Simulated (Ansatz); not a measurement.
Input for Ansatz (a first-principles code): R-CCSD(T)/cc-pVDZ on GaH, a point of a bond scan (R = 1.689 Å). The run froze 14 orbitals, filled d shells among them.

Ansatz 0.2 input:
```yaml
crystal:
  periodic: [false, false, false]
  atoms:
    - {symbol: Ga, position_ang: [-0.00000000, -0.00000000, -0.05278299]}
    - {symbol: H, position_ang: [0.00000000, 0.00000000, 1.63627277]}
basis:
  gaussian:
    orbitals: cc-pVDZ
    pivot_positions_ang: [[-0.00000000, -0.00000000, -0.05278299], [0.00000000, 0.00000000, 1.63627277]]
magnetization: {spin_polarized: false}
correlation: {method: ccsd_t, electrons: outside_noble_gas}
scf: {lower_state_search: off}
output: {orbitals: {seedname: ./end}}
```

Output:

```
WARN ansatz: RAYON_NUM_THREADS=2 ignored (pool sized by the plan → 2); use --threads N
Functional definition: HF
these checks for a lower state are left out or cut short: stability, starts, cluster_reference, orbital_swaps, neighbouring_geometries, increment
integrals: 0.01 GiB planned
401 factors; integrals over basis functions are off by at most 3.7e-4 eV
mean field: 0.06 GiB planned
mean field evaluation 1: about -52348.0681 eV, gradient 6.4e0 eV
mean field evaluation 2: about -52348.0685 eV, gradient 6.4e0 eV
mean field evaluation 4: about -52348.3555 eV, gradient 4.1e-1 eV
mean field evaluation 8: about -52348.3569 eV, gradient 2.0e-6 eV
mean field -52348.35685485 eV, -1923.7666314251 hartree, gradient 4.1e-6 eV, S^2 0.000000; 0 other end points of the search recorded, 0 dependent functions left out
14 core orbitals not correlated
reference -52348.35685485 eV, -1923.7666314251 hartree; 2, 2 occupied and 16, 16 virtual orbitals, 401 factors
second order -1.36357375 eV of doubles, -0.00000000 eV of singles
coupled cluster: 0.04 GiB planned
cycle   1  -1.72275834 eV  change   -3.6e-1 eV  update   6.1e-2
cycle   2  -1.91010332 eV  change   -1.9e-1 eV  update   2.7e-2
cycle   3  -1.91373543 eV  change   -3.6e-3 eV  update   5.8e-3
cycle   4  -1.91529718 eV  change   -1.6e-3 eV  update   1.0e-3
cycle   5  -1.91482537 eV  change    4.7e-4 eV  update   3.1e-4
cycle   6  -1.91474009 eV  change    8.5e-5 eV  update   1.1e-4
cycle   7  -1.91481537 eV  change   -7.5e-5 eV  update   3.0e-5
cycle   8  -1.91479019 eV  change    2.5e-5 eV  update   7.0e-6
cycle   9  -1.91479152 eV  change   -1.3e-6 eV  update   1.9e-6
perturbative correction -0.02397902 eV, -0.0008812126 hartree
Total energy: -52350.29562539 eV, -1923.8378799283 hartree
Checks for a lower state left out: stability, starts, cluster_reference, orbital_swaps, neighbouring_geometries, increment
```

The run converged.

Cost: about 0.5 core-seconds (a rough figure).
